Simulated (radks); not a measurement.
Task: The mean radii <r> (bohr) of the occupied orbitals of an atom or ion are listed with their occupations. All-electron calculation, scalar-relativistic Kohn-Sham, exchange-only PBE, spin-polarised, spherical densities, finite nucleus; Fermi nuclear charge, rms radius of each element as measured or else 0.836 A^(1/3) + 0.57 fm. Program: a radial shooting solver on a logarithmic mesh with Libxc functionals.

| orbital | occ. | <r> |
|---|---|---|
| 1s up | 1 | 0.08102 |
| 1s down | 1 | 0.08103 |
| 2s up | 1 | 0.3851 |
| 2s down | 1 | 0.3850 |
| 2p up | 3 | 0.3469 |
| 2p down | 3 | 0.3468 |
| 3s up | 1 | 1.094 |
| 3s down | 1 | 1.092 |
| 4s up | 1 | 2.287 |

Name the element and its charge. Open shells, if any, are filled with parallel spins first.

Result: Z = 19, potassium, charge +6: K6+ in [Ne] 3s2 4s1. The 1s radius gives Z: for a bare nucleus <r> = (2 gamma + 1)/(2Z) with gamma = sqrt(1 - (Z/c)^2), 0.07844 bohr for Z = 19, and screening makes it slightly larger (0.08102 here). The occupations add up to 13, and the charge is Z minus that.
